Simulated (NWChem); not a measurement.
System meant: CH$_{2}$NS, doublet; SMILES S=[C]N

Input file for NWChem:

```
start job
memory heap 200 mb stack 900 mb global 1100 mb
geometry units angstroms noautoz
  N      0.147998     1.585452     0.000000
  C     -0.426398     0.405154     0.000000
  S      0.039413    -1.121665     0.000000
  H      1.162338     1.702191     0.000000
  H     -0.410875     2.431046     0.000000
end
basis spherical
  * library def2-svp
end
dft
  odft
  mult 3
  xc xpbe96 cpbe96
  iterations 150
  mulliken
end
task dft energy
```

End of the output:

```
                                 NWChem DFT Module
                                 -----------------

 Summary of "ao basis" -> "ao basis" (spherical)
 ------------------------------------------------------------------------------
       Tag                 Description            Shells   Functions and Types
 ---------------- ------------------------------  ------  ---------------------
 N                          def2-svp                 6       14   3s2p1d
 C                          def2-svp                 6       14   3s2p1d
 S                          def2-svp                 8       18   4s3p1d
 H                          def2-svp                 3        5   2s1p

 Summary of "ao basis" -> "ao basis" (spherical)
 ------------------------------------------------------------------------------
       Tag                 Description            Shells   Functions and Types
 ---------------- ------------------------------  ------  ---------------------
 N                          def2-svp                 6       14   3s2p1d
 C                          def2-svp                 6       14   3s2p1d
 S                          def2-svp                 8       18   4s3p1d
 H                          def2-svp                 3        5   2s1p

      Symmetry analysis of basis
      --------------------------

        a'         41
        a"         15

  number of electrons :                   31
  multiplicity        :                    3
 ------------------------------------------------------------------------
  no. of electrons and multiplicity not compatible                  31
 ------------------------------------------------------------------------
 ------------------------------------------------------------------------
  current input line :
    20: task dft energy
 ------------------------------------------------------------------------
 ------------------------------------------------------------------------
 There is an error in the input file
 ------------------------------------------------------------------------
 For more information see the NWChem manual at https://nwchemgit.github.io

0: no. of electrons and multiplicity not compatible:Received an Error in Communication
```

Can this run be used? If not, why, and what is the fix?

The input was rejected before any calculation. Cause: the multiplicity doesn't fit the number of electrons (an even count wants an odd multiplicity, and the reverse). This input runs:
```
start job
memory heap 200 mb stack 900 mb global 1100 mb
geometry units angstroms noautoz
  N      0.147998     1.585452     0.000000
  C     -0.426398     0.405154     0.000000
  S      0.039413    -1.121665     0.000000
  H      1.162338     1.702191     0.000000
  H     -0.410875     2.431046     0.000000
end
basis spherical
  * library def2-svp
end
dft
  odft
  mult 2
  xc xpbe96 cpbe96
  iterations 150
  mulliken
end
task dft energy
```
It converges to -491.72258 Ha (PBE/def2-SVP, spin-unrestricted).
